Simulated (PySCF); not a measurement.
Rows and methods have been separated. Pair them.

Nitrosobenzene, C₆H₅NO.
SMILES: `O=Nc1ccccc1`

The closed-shell ground state was solved 6 times with PySCF (density fitting, gas phase), always in the pcSseg-1 basis (161 functions), with these functionals: B97-2, BHandHLYP, BP86, KT3, PBE0 and wB97X-D. Isolated species at its PBE0-D3(BJ)/def2-SVP geometry (one conformer only).

| row | total energy (Eh) | HOMO (eV) | LUMO (eV) | dipole (D) |
| --- | --- | --- | --- | --- |
| P | -361.3672 | -8.56 | -1.07 | 3.68 |
| Q | -361.2780 | -8.26 | -1.63 | 3.75 |
| R | -361.3709 | -6.22 | -2.85 | 3.75 |
| S | -361.5137 | -4.87 | -3.86 | 3.79 |
| T | -367.1273 | -4.94 | -3.64 | 3.65 |
| U | -361.0827 | -6.53 | -2.79 | 3.73 |

Which functional belongs to which row?

P = wB97X-D, Q = BHandHLYP, R = B97-2, S = BP86, T = KT3, U = PBE0. By rising HOMO–LUMO gap: BP86 (GGA) 1.01 eV; KT3 (GGA) 1.30 eV; B97-2 (global hybrid, 21 % exact exchange) 3.37 eV; PBE0 (global hybrid, 25 % exact exchange) 3.74 eV; BHandHLYP (global hybrid, 50 % exact exchange) 6.63 eV; wB97X-D (range-separated hybrid) 7.49 eV. Total energies of different functionals aren't bounds to one another; each is stationary for its own functional.

Conformer computed: `[O:1]=[N:2][c:3]1[cH:4][cH:5][cH:6][cH:7][cH:8]1`: O1–N2–C3–C4 180°.

The pairwise dispersion term of wB97X-D wasn't added to the energies; at a given geometry it leaves orbitals and properties as they are.
